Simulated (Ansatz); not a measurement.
Computed with Ansatz on PBE0-D4/def2-TZVP structures; ΔE is electronic, products minus reactants. CCSD(T)/CBS is the MP2 limit (def2-TZVPP, def2-QZVPP) plus CCSD(T) − MP2 in def2-TZVPP, frozen cores. This one scheme is used for every species. DFT in def2-TZVPP. Elements past krypton have def2 core potentials. For Sb outer-core shells are correlated without core-valence functions, which leaves a few kJ/mol of doubt a bond. Each species was taken in one conformer, which may not be the lowest.

Consider the formal hydrolysis of the Sb–N bond: `[NH2][SbH][NH2]` + H₂O → `[NH2][SbH][OH]` + NH₃.

```json
{"species": "`[NH2][SbH][NH2]`", "revPBE-D4 energy (Eh)": "-352.84490"}
{"species": "H₂O", "revPBE-D4 energy (Eh)": "-76.44108"}
{"species": "`[NH2][SbH][OH]`", "revPBE-D4 energy (Eh)": "-372.72726"}
{"species": "NH₃", "revPBE-D4 energy (Eh)": "-56.56949"}
```

Question: Work out ΔE.

Answer: ΔE = (-372.72726) + (-56.56949) − (-352.84490) − (-76.44108) = -0.01077 Eh = -28.3 kJ/mol. CCSD(T)/CBS gives -27.6 kJ/mol.

Largest T1 diagnostic among the species: 0.014.

From r2SCAN to r2SCAN0 (25 % exact exchange), in def2-TZVPP and without D4, ΔE moves by +3.1 kJ/mol. Leaving LDA and LC-ωPBE aside and taking each functional with its dispersion term where it has one, the values, not all of them listed here, spread over 9.4 kJ/mol, from B97M-V to PBE-QIDH. LDA lies +3.4 kJ/mol from PBE without D4.
